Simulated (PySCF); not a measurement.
Predicted microwave data (PBE0-D3(BJ)/def2-SVP geometry optimisation, gas phase in PySCF 2.14.0) for one isomer of CH5BF2Si:

| Item | Value |
| --- | --- |
| Rotational constants | A = 6780, B = 2124, C = 1883 MHz |
| Dipole components | \|μa\| = 1.20 D, \|μb\| = 0.04 D, \|μc\| = 1.18 D |
| Inertial defect | -44.10 u·Å² |
| κ | -0.90 |

Question: Which candidate fits, each taken in the one conformer that was computed?
A. `[CH3:1][SiH2:2][B:3]([F:4])[F:5]` with C1–Si2–B3–F4 67°
B. `[F:1][B:2]([F:3])[CH2:4][SiH3:5]` with F1–B2–C4–Si5 -87°

Answer: B. It is FB(F)C[SiH3], a near-prolate asymmetric top. The candidates at the same level (rigid rotor, commonest isotopes):

```tsv
SMILES	A (MHz)	B (MHz)	C (MHz)	μa (D)	μb (D)	μc (D)	Δ (u·Å²)	point group	rotor
FB(F)C[SiH3]	6780	2124	1883	1.20	0.04	1.18	-44.10	–	near-prolate asymmetric top
C[SiH2]B(F)F	6212	2111	1854	1.32	0.20	0.34	-48.17	C1	asymmetric top
```

`C[SiH2]B(F)F` has A 8 % too low. No structure here is proved a minimum.
